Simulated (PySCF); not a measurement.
C₄H₆OS, SMILES O=C1CC[C@@H]1S.

Geometry optimised at PBE-D3(BJ)/def2-SVP. The structure was generated by enumeration; whether it is a known compound was not checked. One conformer was computed; it need not be the lowest.

Two levels are set side by side: PBE/def2-TZVP (PySCF) and M06-2X/def2-TZVP (PySCF). Same geometry, gas phase. Differences are taken from unrounded values.

| quantity | M06-2X |
|---|---|
| orbital gap (eV) | 8.12 |
| highest occupied level (eV) | -8.22 |
| lowest empty level (eV) | -0.10 |
| dipole moment (D) | 3.18 |
| mean polarisability (bohr³) | 66.2 |

Problem. What does PBE give, and how far is it from M06-2X? (Estimate from the structure and the level; the computed values follow.)

Solution. 
| quantity | PBE | PBE minus M06-2X |
|---|---|---|
| orbital gap (eV) | 3.51 | -4.61 |
| highest occupied level (eV) | -5.72 | 2.50 |
| lowest empty level (eV) | -2.22 | -2.11 |
| dipole moment (D) | 2.97 | -0.21 |
| mean polarisability (bohr³) | 69.2 | 3.1 |

Without exact exchange PBE keeps part of each electron's self-repulsion, which lifts occupied levels and narrows the gap. Loosely held outer electrons make PBE densities more polarisable. Differences between two approximate levels are no errors against the true value.

Rough cost on one machine, each run with all the roots and properties that it gave: M06-2X against PBE about 4 times.
